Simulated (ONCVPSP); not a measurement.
# lanthanum (La), ONCV: configuration errors across variants

```
Element                 : La (Z = 57)
Generator               : ONCVPSP 4.0.1
Type                    : optimised norm-conserving Vanderbilt (ONCV)
Functional              : PBE
Relativity              : scalar-relativistic
Frozen core             : [Kr] 4d10
Valence charge          : 11
Reference configuration : 5s2 5p6 5d1 6s2
Partial waves           : 5s+6s: rc 2.75 bohr, ncon 4, nbas 7, qcut 5.6 1/bohr, 2 projectors; 5p: rc 2.25 bohr, ncon 3, nbas 8, qcut 5.6 1/bohr, 2 projectors, debl 2.3 Ha; 5d: rc 4.00 bohr, ncon 4, nbas 8, qcut 4.7 1/bohr, 2 projectors, debl 1.3 Ha; f scattering state at 0.21 Ha: rc 3.20 bohr, ncon 4, nbas 8, qcut 3.4 1/bohr, 2 projectors, debl 2.8 Ha
Local potential         : polynomial inside 2.05 bohr (lpopt 5, dvloc0 0 Ha)
Core correction         : none
```

In the f channel the program set the typed energies aside and used -0.160, 2.640 Ha.

All-electron excitation energies from the reference (eV): (1) 5s2 5p6 5d1 6s1 5.966; (2) 5s2 5p6 5d1 6s0 16.854; (3) 5s2 5p6 5d0 6s0 35.804; (4) 4f1 5s2 5p6 5d1 6s0 6.921.

3 further variants failed, have other tests or too few solved ones, and are left out.

Errors AE − PS in meV (a dash: test not solved or not reliable):

```csv
change,(1),(2),(3),(4),bound ghosts,GHOST(+) flags above zero
base,-1.5,-5.9,+13,+1834,none,f
"all radii scaled by about 1.10 (s 3.02, p 2.46, d 4.38, f 3.50 bohr); local potential polynomial inside 2.24 bohr (lpopt 5, dvloc0 0 Ha)",-1.8,-9.0,+39,+1962,none,none
"all radii scaled by about 1.18 (s 3.24, p 2.64, d 4.70, f 3.76 bohr); local potential polynomial inside 2.42 bohr (lpopt 5, dvloc0 0 Ha)",-2.1,-12,+58,+2054,none,none
"all radii scaled by about 1.24 (s 3.40, p 2.78, d 4.94, f 3.96 bohr); local potential polynomial inside 2.54 bohr (lpopt 5, dvloc0 0 Ha)",-2.9,-18,+123,+2120,none,none
```

(1) Give the same row for: all radii scaled by about 1.32 (s 3.64, p 2.98, d 5.30, f 4.24 bohr); local potential polynomial inside 2.72 bohr (lpopt 5, dvloc0 0 Ha).

Answers

(1) -3.0, -20, +141, +2191; bound ghosts: none; GHOST(+) flags above zero: d.
